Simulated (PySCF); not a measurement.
PySCF job for FGeH7Si2, SMILES [GeH3][SiH2][SiH2]F, PBE-D3(BJ)/def2-SVP. Coordinates come from a PBE-D3(BJ)/def2-SVP optimisation. The structure was generated by enumeration, and PubChem lists no compound with its InChIKey, so it may never have been made. Other conformers were not sampled.

```python
import numpy as np
from pyscf import gto, scf, dft, df
from pyscf.hessian import thermo

mol = gto.M(
    atom='''
    Si    0.59798167   -1.97870652   -0.00000000
    F    -0.14895290   -3.44584584    0.00000000
    Si   -0.97696548   -0.23688214    0.00000000
    Ge    0.18894108    1.85879476   -0.00000000
    H     1.46691803   -1.89481144   -1.22566124
    H     1.46691803   -1.89481142    1.22566124
    H    -1.85057031   -0.32404195    1.22409726
    H    -1.85057031   -0.32404196   -1.22409727
    H     1.09022990    1.97227688   -1.25777308
    H     1.09022990    1.97227688    1.25777308
    H    -0.81292019    3.04257435    0.00000000
    ''',
    basis='def2-SVP',
    charge=0,
    spin=0,
    max_memory=1600,
    verbose=3,
)
mf = dft.RKS(mol, xc='pbe').density_fit(auxbasis='def2-universal-jkfit')
mf.disp = 'd3bj'
mf.grids.level = 3
mf.conv_tol = 1e-11
mf.max_cycle = 100
mf.kernel()

# analytic Hessian; the response equations are solved on a coarser grid
h, args, fine = mf.Hessian(), (mf.mo_energy, mf.mo_coeff, mf.mo_occ), mf.grids
h.max_memory = max(150, 2.5e-5 * df.make_auxmol(mol, mf.with_df.auxbasis).nao * mol.nelec[0] * (mol.nelec[0] + mol.nao))  # MB; small integral blocks
h1ao = h.make_h1(mf.mo_coeff, mf.mo_occ)
mf.grids = dft.Grids(mol).set(level=1).build(with_non0tab=True)
mo1, mo_e1 = h.solve_mo1(*args, h1ao)
mf.grids = fine
hess = h.hess_elec(*args, mo1, mo_e1, h1ao) + h.hess_nuc()
if mf.do_disp():
    hess += h.get_dispersion()
for i in range(mol.natm):  # the analytic DFT Hessian lacks the response of the grid: restore translational invariance
    hess[i, i] -= hess[i].sum(axis=0)
hess = (hess + hess.transpose(1, 0, 3, 2)) / 2
vib = thermo.harmonic_analysis(mol, hess, imaginary_freq=False)
thermo.dump_normal_mode(mol, vib)
th = thermo.thermo(mf, vib['freq_au'][vib['freq_au'] > 0], 298.15, 101325)
thermo.dump_thermo(mol, th)
g0 = mf.nuc_grad_method().set(verbose=0).kernel()

# dipole derivatives [dipole axis, atom, xyz] from the same response
r, irp = mol.intor('int1e_r'), mol.intor('int1e_irp').reshape(3, 3, mol.nao, mol.nao)
sl, dm0, ok = mol.aoslice_by_atom(), np.array(mf.make_rdm1()), []
dmu = np.einsum('a,xt->xat', mol.atom_charges(), np.eye(3))
for a, (_, _, p0, p1) in enumerate(sl):
    dmu[:, a] += 2 * np.einsum('xtij,ij->xt', irp[:, :, :, p0:p1], dm0.reshape(-1, mol.nao, mol.nao).sum(0)[:, p0:p1])
    for u, c, occ, f in [(mo1, mf.mo_coeff, mf.mo_occ, 4)]:
        dmu[:, a] -= f * np.einsum('tui,xuv,vi->xt', u[a], r, c[:, occ > 0], optimize=True)
L = vib['norm_mode']
ir = 974.8801 * (np.einsum('xat,kat->kx', dmu, L) ** 2).sum(1)       # km/mol
apt = np.einsum('xax->a', dmu) / 3
print('mode   freq/cm-1   IR/(km/mol)')
for k, w in enumerate(vib['freq_wavenumber']):
    print(f'{k + 1:4d} {w:11.2f} {ir[k]:13.3f}')
print('max |gradient| / (hartree/bohr):', abs(g0).max())
print('APT charges:', apt.round(4))
```

Log of the run:

```
[...]
Mode                                 6                   7                   8
Irrep
Freq [cm^-1]                      379.3692            403.5959            468.5175
Reduced mass [au]                   1.0595              2.4175              1.9189
Force const [Dyne/A]                0.0898              0.2320              0.2482
Char temp [K]                     545.8278            580.6847            674.0924
Normal mode                   x     y     z       x     y     z       x     y     z
       0  Si                -0.00  0.00 -0.03    0.06 -0.05 -0.00   -0.08  0.04 -0.00
       1   F                -0.00  0.00  0.02   -0.00 -0.03 -0.00    0.02 -0.00  0.00
       2  Si                 0.00 -0.00 -0.00   -0.01  0.11 -0.00    0.08 -0.04  0.00
       3  Ge                 0.00  0.00  0.01   -0.02 -0.01  0.00   -0.01  0.01  0.00
       4   H                 0.29 -0.15  0.17    0.06 -0.11 -0.00   -0.08  0.06 -0.00
       5   H                -0.29  0.15  0.17    0.06 -0.11  0.00   -0.08  0.06  0.00
       6   H                 0.04 -0.33  0.00   -0.01  0.04 -0.01    0.08 -0.21 -0.01
       7   H                -0.04  0.33  0.00   -0.01  0.04  0.01    0.08 -0.21  0.01
       8   H                -0.21 -0.35 -0.18    0.05 -0.28  0.02    0.06 -0.30  0.02
       9   H                 0.21  0.35 -0.18    0.05 -0.28 -0.02    0.06 -0.30 -0.02
      10   H                -0.00 -0.00 -0.23    0.34  0.29 -0.00    0.33  0.29  0.00
Mode                                 9                  10                  11
Irrep
Freq [cm^-1]                      542.2613            645.1123            659.2760
Reduced mass [au]                   1.3144              1.1668              1.0940
Force const [Dyne/A]                0.2277              0.2861              0.2802
Char temp [K]                     780.1933            928.1730            948.5514
Normal mode                   x     y     z       x     y     z       x     y     z
       0  Si                 0.00 -0.00 -0.05   -0.01  0.01  0.00    0.00 -0.00 -0.05
       1   F                -0.00 -0.00  0.02    0.01 -0.02 -0.00   -0.00 -0.00  0.02
       2  Si                 0.00  0.00  0.07   -0.01  0.06  0.00   -0.00  0.00  0.00
       3  Ge                -0.00  0.00 -0.02    0.01 -0.00 -0.00    0.00 -0.00  0.01
       4   H                 0.30 -0.08  0.16    0.06 -0.12  0.03    0.23  0.03  0.12
       5   H                -0.30  0.08  0.16    0.06 -0.12 -0.03   -0.23 -0.03  0.12
       6   H                -0.28 -0.12 -0.15    0.05 -0.59  0.00   -0.07  0.59 -0.01
       7   H                 0.28  0.12 -0.15    0.05 -0.59 -0.00    0.07 -0.59 -0.01
       8   H                 0.18  0.25  0.15   -0.11  0.01 -0.07   -0.10 -0.11 -0.08
       9   H                -0.18 -0.25  0.15   -0.11  0.01  0.07    0.10  0.11 -0.08
      10   H                 0.00  0.00  0.21   -0.22 -0.20  0.00   -0.00 -0.00 -0.12
Mode                                12                  13                  14
Irrep
Freq [cm^-1]                      721.4141            766.4316            822.5261
Reduced mass [au]                   1.0724              1.0395              2.2100
Force const [Dyne/A]                0.3288              0.3598              0.8809
Char temp [K]                    1037.9543           1102.7244           1183.4320
Normal mode                   x     y     z       x     y     z       x     y     z
       0  Si                -0.00  0.00  0.03   -0.00  0.00 -0.00   -0.05 -0.05 -0.00
       1   F                 0.00 -0.00 -0.05    0.00 -0.00  0.00    0.08  0.13  0.00
       2  Si                 0.00 -0.00  0.01   -0.01  0.01  0.00   -0.01 -0.01  0.00
       3  Ge                 0.00  0.00  0.00   -0.01 -0.02 -0.00    0.00  0.00 -0.00
       4   H                -0.10 -0.65 -0.08   -0.03 -0.02 -0.02   -0.05 -0.45 -0.03
       5   H                 0.10  0.65 -0.08   -0.03 -0.02  0.02   -0.05 -0.45  0.03
       6   H                -0.07  0.12 -0.03    0.06 -0.14  0.03    0.02  0.06  0.02
       7   H                 0.07 -0.12 -0.03    0.06 -0.14 -0.03    0.02  0.06 -0.02
       8   H                -0.01 -0.01 -0.00    0.14  0.52  0.14   -0.00 -0.01 -0.00
       9   H                 0.01  0.01 -0.00    0.14  0.52 -0.14   -0.00 -0.01  0.00
      10   H                 0.00  0.00 -0.00    0.40  0.35  0.00   -0.01 -0.00 -0.00
Mode                                15                  16                  17
Irrep
Freq [cm^-1]                      852.9487            853.6609            858.8001
Reduced mass [au]                   1.0170              1.0344              1.2672
Force const [Dyne/A]                0.4359              0.4441              0.5507
Char temp [K]                    1227.2033           1228.2280           1235.6222
Normal mode                   x     y     z       x     y     z       x     y     z
       0  Si                -0.00 -0.00 -0.00   -0.00 -0.02  0.00   -0.00 -0.06  0.00
       1   F                 0.00  0.00  0.00    0.01  0.02 -0.00    0.02  0.06 -0.00
       2  Si                 0.00  0.00 -0.01    0.01  0.01  0.00    0.03  0.01 -0.00
       3  Ge                -0.00  0.00 -0.01   -0.01  0.00  0.00    0.00 -0.00 -0.00
       4   H                 0.00  0.01 -0.00   -0.02  0.06 -0.01   -0.16  0.26 -0.08
       5   H                -0.00 -0.01 -0.00   -0.02  0.06  0.01   -0.16  0.26  0.08
       6   H                 0.02  0.04  0.01   -0.21 -0.09 -0.16   -0.36 -0.10 -0.27
       7   H                -0.02 -0.04  0.01   -0.21 -0.09  0.16   -0.36 -0.10  0.27
       8   H                 0.17 -0.44  0.09    0.49 -0.06  0.34   -0.21  0.07 -0.15
       9   H                -0.17  0.44  0.09    0.49 -0.06 -0.34   -0.21  0.07  0.15
      10   H                -0.00 -0.00  0.72   -0.22 -0.20 -0.00    0.10  0.08  0.00
Mode                                18                  19                  20
Irrep
Freq [cm^-1]                      892.4794            917.2080           2071.2275
Reduced mass [au]                   1.1168              1.3783              1.0122
Force const [Dyne/A]                0.5241              0.6832              2.5585
Char temp [K]                    1284.0791           1319.6581           2980.0352
Normal mode                   x     y     z       x     y     z       x     y     z
       0  Si                 0.02 -0.04  0.00    0.04  0.07 -0.00   -0.00 -0.00  0.00
       1   F                 0.01  0.03 -0.00   -0.02 -0.06  0.00   -0.00  0.00  0.00
       2  Si                -0.02  0.01 -0.00    0.01 -0.01  0.00    0.00 -0.00  0.00
       3  Ge                -0.00  0.00  0.00    0.00 -0.00 -0.00    0.00  0.01 -0.00
       4   H                -0.41  0.20 -0.28   -0.33 -0.33 -0.28    0.01  0.00 -0.02
       5   H                -0.41  0.20  0.28   -0.33 -0.33  0.28    0.01  0.00  0.02
       6   H                 0.31 -0.06  0.23   -0.19  0.02 -0.14   -0.01  0.00  0.01
       7   H                 0.31 -0.06 -0.23   -0.19  0.02  0.14   -0.01  0.00 -0.01
       8   H                 0.05 -0.06  0.03   -0.03  0.01 -0.02   -0.33 -0.03  0.47
       9   H                 0.05 -0.06 -0.03   -0.03  0.01  0.02   -0.33 -0.03 -0.47
      10   H                -0.08 -0.07  0.00    0.00 -0.00  0.00    0.39 -0.43 -0.00
Mode                                21                  22                  23
Irrep
Freq [cm^-1]                     2086.3065           2087.2603           2145.4181
Reduced mass [au]                   1.0242              1.0244              1.0301
Force const [Dyne/A]                2.6267              2.6294              2.7936
Char temp [K]                    3001.7305           3003.1029           3086.7790
Normal mode                   x     y     z       x     y     z       x     y     z
       0  Si                -0.00  0.00  0.00    0.00 -0.00  0.00   -0.00 -0.00 -0.00
       1   F                 0.00 -0.00  0.00    0.00  0.00 -0.00    0.00  0.00  0.00
       2  Si                -0.00 -0.00  0.00    0.00  0.00  0.00   -0.03 -0.00  0.00
       3  Ge                 0.00 -0.00 -0.01   -0.01  0.01 -0.00   -0.00  0.00 -0.00
       4   H                 0.01  0.00 -0.01   -0.00 -0.00  0.01    0.03  0.01 -0.05
       5   H                -0.01 -0.00 -0.01   -0.00 -0.00 -0.01    0.03  0.01  0.05
       6   H                 0.03  0.01 -0.04   -0.02 -0.00  0.03    0.39  0.04 -0.57
       7   H                -0.03 -0.01 -0.04   -0.02 -0.00 -0.03    0.39  0.04  0.57
       8   H                -0.42 -0.05  0.56    0.22  0.04 -0.34    0.00 -0.00 -0.01
       9   H                 0.42  0.05  0.56    0.22  0.04  0.34    0.00 -0.00  0.01
      10   H                -0.00  0.00 -0.03    0.51 -0.62 -0.00    0.03 -0.04  0.00
Mode                                24                  25                  26
Irrep
Freq [cm^-1]                     2154.3522           2156.9191           2168.7799
Reduced mass [au]                   1.0299              1.0510              1.0535
Force const [Dyne/A]                2.8162              2.8808              2.9195
Char temp [K]                    3099.6331           3103.3264           3120.3913
Normal mode                   x     y     z       x     y     z       x     y     z
       0  Si                -0.03 -0.00 -0.00    0.00  0.00 -0.02    0.00 -0.00 -0.03
       1   F                -0.00  0.00  0.00   -0.00 -0.00 -0.00   -0.00 -0.00  0.00
       2  Si                 0.00 -0.00  0.00    0.00  0.00  0.03   -0.00 -0.00 -0.02
       3  Ge                -0.00 -0.00 -0.00    0.00 -0.00  0.00    0.00 -0.00 -0.00
       4   H                 0.39  0.04 -0.57   -0.20 -0.02  0.28   -0.35 -0.03  0.49
       5   H                 0.39  0.04  0.57    0.20  0.02  0.28    0.35  0.03  0.49
       6   H                -0.03  0.00  0.05    0.35  0.03 -0.48   -0.20 -0.02  0.27
       7   H                -0.03  0.00 -0.05   -0.35 -0.03 -0.48    0.20  0.02  0.27
       8   H                 0.01  0.00 -0.01    0.02  0.00 -0.03   -0.02 -0.00  0.03
       9   H                 0.01  0.00  0.01   -0.02 -0.00 -0.03    0.02  0.00  0.03
      10   H                -0.01  0.01 -0.00   -0.00  0.00  0.00    0.00 -0.00  0.00
temperature 298.1500 [K]
pressure 101325.00 [Pa]
Rotational constants [GHz] 7.97900 0.81334 0.75858
Symmetry number 1
Zero-point energy (ZPE) 0.05839 [Eh]   153307.684 [J/mol]
                           tot       elec      trans        rot        vib
Entropy [J/mol/K]       393.358      0.000    171.634    119.536    102.188
Cv [J/mol/K]            122.081      0.000     12.472     12.472     97.138
Cp [J/mol/K]            130.396      0.000     20.786     12.472     97.138
Internal energy [J/mol]                      3718.434   3718.434 168490.289
Internal energy [Eh]   -2758.77106  -2758.83807
Enthalpy [J/mol]                             6197.391   3718.434 168490.289
Enthalpy [Eh]          -2758.77012
Gibbs free energy [J/mol]                  -44975.327 -31921.217 138023.048
Gibbs free energy [Eh] -2758.81479
mode   freq/cm-1   IR/(km/mol)
   1       42.78         1.374
   2       63.56         2.023
   3       64.93         0.068
   4      162.00         2.381
   5      303.10        14.500
   6      340.81         0.532
   7      379.37         0.073
   8      403.60         1.128
   9      468.52        27.571
  10      542.26        13.098
  11      645.11       248.360
  12      659.28         1.763
  13      721.41        14.680
  14      766.43       134.821
  15      822.53        20.455
  16      852.95        20.900
  17      853.66         0.953
  18      858.80       211.525
  19      892.48        58.304
  20      917.21       124.902
  21     2071.23        68.986
  22     2086.31        76.470
  23     2087.26        84.350
  24     2145.42        70.129
  25     2154.35        71.124
  26     2156.92         4.466
  27     2168.78       171.727
max |gradient| / (hartree/bohr): 0.000268244677031528
APT charges: [ 1.1286 -0.6113  0.4015  0.6612 -0.2511 -0.2511 -0.2109 -0.2109 -0.2151
 -0.2151 -0.2258]
```

The calculation finished and met its thresholds.
